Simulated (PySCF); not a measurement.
H₅AsSi, charge +1, doublet, at a GFN2-xTB geometry (a state made from the parent by changing its charge; the spin is typed, not shown lowest). Base run: R2SCAN/STO-3G in PySCF.

Geometry (Å):
```xyz
7

Si    -1.7047     0.1090     0.2738
As     0.8223    -0.0389    -0.1886
H     -2.2074    -0.8289    -0.7339
H     -1.9176     1.5407     0.0415
H     -1.7084    -0.3477     1.6718
H      1.1788    -1.3382     0.4534
H      1.3859     0.7311     0.9590
```
Charge +1, spin multiplicity 2.
Orbitals are unrestricted.
All else is at PySCF's defaults.
Base energy -2499.52316 Eh.

Each row names what was changed in the base input (with any setting that the change needs).

```csv
change,ΔE vs base (mEh),grid points,electrons on the grid
base,0.000,88648,51.00000
"grids.atom_grid = (99, 590)",0.140,224544,51.00000
"grids.atom_grid = (50, 194)",-3.852,45904,51.00003
grids.radi_method = mura_knowles,0.244,84640,51.00000
grids.level = 5,0.167,205992,51.00000
small_rho_cutoff = 0,0.000,88648,51.00000
grids.level = 0,-144.9,7176,51.00140
grids.level = 7,0.192,424432,51.00000
"grids.atom_grid = (150, 974)",0.193,561456,51.00000
grids.level = 2,0.995,51864,51.00000
grids.radi_method = gauss_chebyshev,2.329,87384,51.00000
```

Open shells are given as the SCF converged; they aren't shown to be the lowest states, and a large step between rows can be another state.
